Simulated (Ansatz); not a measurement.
Basis-set series for `[O]=[W]([F])([F])([F])[Cl]`. The species carries charge 0 and has multiplicity 1. W takes the def2 core potential. All single points use the PBE0-D4/def2-TZVP geometry.

```
functional       basis  functions  energy (Eh)  HOMO (eV)  LUMO (eV)
   PBE0-D4  def2-TZVPP        222   -901.98472     -10.25      -4.24
   PBE0-D4  def2-QZVPP        379   -902.01878     -10.26      -4.25
   ωB97M-V  def2-TZVPP        222   -902.30166     -12.50      -2.01
   ωB97M-V  def2-QZVPP        379   -902.33372     -12.52      -2.04
```

(1) Give the rows for def2-SVP. (Estimate.)

## Answers

(1) Ansatz gave: 
```json
{"functional": "PBE0-D4", "basis": "def2-SVP", "functions": "106", "energy (Eh)": "-901.33416", "HOMO (eV)": "-10.28", "LUMO (eV)": "-4.39"}
{"functional": "ωB97M-V", "basis": "def2-SVP", "functions": "106", "energy (Eh)": "-901.64268", "HOMO (eV)": "-12.48", "LUMO (eV)": "-2.15"}
```
